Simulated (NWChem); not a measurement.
CH$_{3}$ClHfS; SMILES [CH3][Hf](=[S])[Cl]

```xyz
7

Hf    -0.1778     0.0597     0.2950
S      1.1600     1.7067    -0.3740
Cl     0.7349    -2.0287    -0.3128
C     -1.9248     0.3050    -1.0219
H     -2.6763    -0.4969    -0.8365
H     -1.6201     0.2491    -2.0888
H     -2.4046     1.2989    -0.8798
```
Atoms are numbered in this order, from 1.

Computed with NWChem. Coordinates come from a PBE-D3(BJ)/def2-SVP optimisation. def2 effective core potentials on Hf; no spin-orbit coupling.

For level CAM-B3LYP/def2-SVP:

| Quantity | Value |
|---|---|
| highest occupied level (eV) | -8.11 |
| orbital gap (eV) | 5.84 |

Question: How do the values read with level B97-2/def2-SVP instead?

Answer: 
| Item | Value |
|---|---|
| highest occupied level (eV) | -6.73 |
| orbital gap (eV) | 3.74 |
